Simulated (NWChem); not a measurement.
Molecule: PbHF, singlet; SMILES [F][PbH]

```xyz
3

Pb     0.0216     0.1993     0.0000
H     -1.8315     0.3160     0.0000
F      0.0066    -1.8511     0.0000
```
Atoms are numbered in this order, from 1.

Low-valent species are run as closed-shell singlets; no triplet was tried in these runs. Geometry: optimised at PBE0-D3(BJ)/def2-TZVP. def2 effective core potentials on Pb; no spin-orbit coupling.

Symmetry labels are those of Cs in the frame above (b1 and b2, or b-type labels, depend on it).

Task: List the 4 lowest vertical singlet excitations from PBE/def2-SVPD with def2 effective core potentials on Pb, full TDDFT (NWChem).

Result: 
```json
[
 {"state": "S1", "energy (eV)": "2.71", "oscillator strength": "0.006", "symmetry": "a\"", "leading excitation (squared amplitude)": "HOMO → LUMO (1.00)"},
 {"state": "S2", "energy (eV)": "4.62", "oscillator strength": "0.004", "symmetry": "a\"", "leading excitation (squared amplitude)": "HOMO−1 → LUMO (0.98)"},
 {"state": "S3", "energy (eV)": "4.74", "oscillator strength": "0.009", "symmetry": "a'", "leading excitation (squared amplitude)": "HOMO → LUMO+1 (0.95)"},
 {"state": "S4", "energy (eV)": "5.05", "oscillator strength": "0.013", "symmetry": "a\"", "leading excitation (squared amplitude)": "HOMO−3 → LUMO (0.98)"}
]
```
